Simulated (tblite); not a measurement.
C₃H₈BrPSi.
Bonds: P1–Si2, Si2–C3, C3–Br4, C3–C5, C5–C6, C3–C6. Hydrogens: H7, H8 on P1; H9, H10 on Si2; H11, H12 on C5; H13, H14 on C6.

Computed with GFN2-xTB (tblite), gas phase: L-BFGS steps from a force-field or distance-geometry start until the largest atomic force falls under 0.01 eV/Å.

Step 30: E = -511.4715 eV
```
atom  x, y, z in Å  |  force x, y, z in eV/Å
P1      2.9842   -0.3795   -0.0713   -0.001   0.023  -0.031
Si2     1.0779   -0.1684    1.0738    0.000   0.014   0.057
C3     -0.5008   -0.2923    0.0159   -0.001  -0.002   0.007
Br4    -0.3011   -1.2814   -1.6611   -0.019  -0.038   0.015
C5     -1.5111    0.8133   -0.0162    0.024   0.028  -0.040
C6     -1.8236   -0.4557    0.7027    0.012  -0.010  -0.016
H7      3.3434    0.9515    0.0588    0.023  -0.021  -0.011
H8      2.4495   -0.1806   -1.3300    0.019   0.024   0.009
H9      0.9649    1.1160    1.7769   -0.010  -0.005   0.002
H10     1.0167   -1.2636    2.0474    0.009  -0.021  -0.009
H11    -1.3048    1.7031    0.5586    0.013   0.026   0.034
H12    -2.0218    1.0094   -0.9464   -0.036   0.015  -0.038
H13    -2.5544   -1.1202    0.2659   -0.005  -0.014   0.024
H14    -1.8197   -0.4520    1.7829   -0.028  -0.018  -0.003
```

Step 31: E = -511.4720 eV
```
atom  x, y, z in Å  |  force x, y, z in eV/Å
P1      2.9846   -0.3783   -0.0722    0.011   0.023  -0.035
Si2     1.0796   -0.1683    1.0746   -0.028   0.008   0.029
C3     -0.5002   -0.2914    0.0166   -0.004  -0.015  -0.016
Br4    -0.3018   -1.2847   -1.6597   -0.015  -0.026   0.027
C5     -1.5117    0.8135   -0.0169    0.035   0.021  -0.033
C6     -1.8228   -0.4563    0.7026   -0.004   0.020  -0.009
H7      3.3484    0.9519    0.0583    0.013  -0.028  -0.010
H8      2.4511   -0.1783   -1.3317    0.016   0.025   0.017
H9      0.9622    1.1138    1.7787   -0.005   0.016   0.013
H10     1.0135   -1.2646    2.0457    0.018  -0.030  -0.002
H11    -1.3042    1.7033    0.5586    0.002   0.012   0.020
H12    -2.0235    1.0095   -0.9471   -0.023   0.012  -0.024
H13    -2.5551   -1.1204    0.2677    0.005  -0.017   0.015
H14    -1.8209   -0.4503    1.7826   -0.021  -0.020   0.007
```

Question: Estimate the geometry and energy of step 32. (The exact step hangs on the optimiser's Hessian estimate; all steps are aligned on step 31, rigid shifts and turns removed.)

Answer: E = -511.4724 eV, largest force 0.047 eV/Å
```
atom  x, y, z in Å  |  force x, y, z in eV/Å
P1      2.9849   -0.3772   -0.0739    0.010   0.012  -0.020
Si2     1.0807   -0.1676    1.0761   -0.038  -0.001  -0.001
C3     -0.4997   -0.2914    0.0176   -0.006  -0.016  -0.026
Br4    -0.3022   -1.2880   -1.6576   -0.010  -0.019   0.031
C5     -1.5112    0.8140   -0.0176    0.030   0.010  -0.020
C6     -1.8225   -0.4568    0.7020   -0.019   0.043  -0.001
H7      3.3527    0.9517    0.0562    0.009  -0.022  -0.007
H8      2.4522   -0.1761   -1.3331    0.007   0.027   0.012
H9      0.9598    1.1130    1.7806   -0.001   0.029   0.020
H10     1.0116   -1.2651    2.0452    0.025  -0.034   0.003
H11    -1.3033    1.7032    0.5601   -0.006  -0.005   0.000
H12    -2.0240    1.0105   -0.9478   -0.005   0.009  -0.005
H13    -2.5559   -1.1206    0.2681    0.014  -0.014   0.004
H14    -1.8238   -0.4500    1.7820   -0.011  -0.017   0.009
```

The energy changes by -0.0004 eV. The first-order estimate −F·Δx gives -0.0005 eV and the mean of the old and new forces, exact on a quadratic surface, -0.0004 eV. The step makes an angle of 62° with the force vector and moves no atom by more than 0.005 Å.

The cost below is that of the whole relaxation. Time: 1.4 s wall. Hardware: an Arm Neoverse N1 with one thread, no GPU, shared host with 64 logical CPUs at a one-minute load of 60.
